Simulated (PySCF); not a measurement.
**AlSI, singlet: molecular constants**

All numbers come from PBE0 in PySCF with Al def2-TZVP, S def2-TZVP, I def2-TZVP with ECP28; scalar-relativistic core potentials, no spin–orbit coupling; density-fitted integrals.

The structure is a minimum.

Z-matrix (Å, degrees; charge 0 multiplicity 1):
```
Al
S  1 2.0003
I  1 2.4266 2 180.00
```

| Quantity | Value |
| --- | --- |
| Point group | C∞v |
| Bond lengths | Al–I 2.427 Å, Al–S 2.000 Å |
| Bond angles | I–Al–S 180.0° |
| Zero-point energy | 7.5 kJ/mol |
| Highest occupied level | -7.20 eV |
| Enthalpy at 298.15 K above 0 K | 13.75 kJ/mol |
| Rotational constants | 0.03038 cm⁻¹ |
| Entropy at 298.15 K and 1 bar | 288.8 J/(mol K) |
| Heat capacity Cp at 298.15 K | 55.7 J/(mol K) |
| Principal quadrupole moments (Buckingham, traceless) about the centre of mass | -13.83, 6.92, 6.92 D Å |
| Dipole moment | 3.97 D |
| Rotational symmetry number | 1 |
| Atomisation energy without zero-point energy | 732 kJ/mol |
| Principal polarisabilities | 59.9, 59.9, 125.8 bohr³ |
| Lowest empty level | -2.45 eV |

Harmonic modes (masses in u: Al 26.982, S 31.972, I 126.904):
```csv
symmetry,ω (cm⁻¹),"IR (km/mol, summed over degenerate members)"
π,126,32.9
σ+,266,7.5
σ+,738,117
```

In C∞v the vibrations span π + 2σ+.

Charges (e):
| atom | Mulliken | Löwdin | polar tensor | Mayer order to Al1 |
| --- | --- | --- | --- | --- |
| Al1 | 0.37 | -0.50 | 0.91 | – |
| S2 | -0.30 | 0.14 | -0.58 | 2.30 |
| I3 | -0.07 | 0.36 | -0.33 | 1.31 |

Mulliken populations on Al1: s 4.94, p 7.33, d 0.30, f 0.06.

Outer orbital energies (eV). occupied: -20.47, -18.47, -11.51, -9.05, -9.05, -8.99, -7.20, -7.20; empty: -2.45, -1.37, -1.37, 1.45.

Counting electrons, aluminium keeps none of its valence electrons outside its bonds, so the VSEPR class is AX2 and the expected shape is linear; with unlike ligands the computed point group is C∞v.

Only a few start shapes were tried, so a lower isomer may exist.

The final relaxation and frequency run took 22 s on 2 threads of a shared Intel Xeon 6975P-C (Granite Rapids) host, with 124 basis functions and 8 gradients; the process peaked at 1.1 GiB. Launch command: `OMP_NUM_THREADS=2 python axn.py task.json out`.
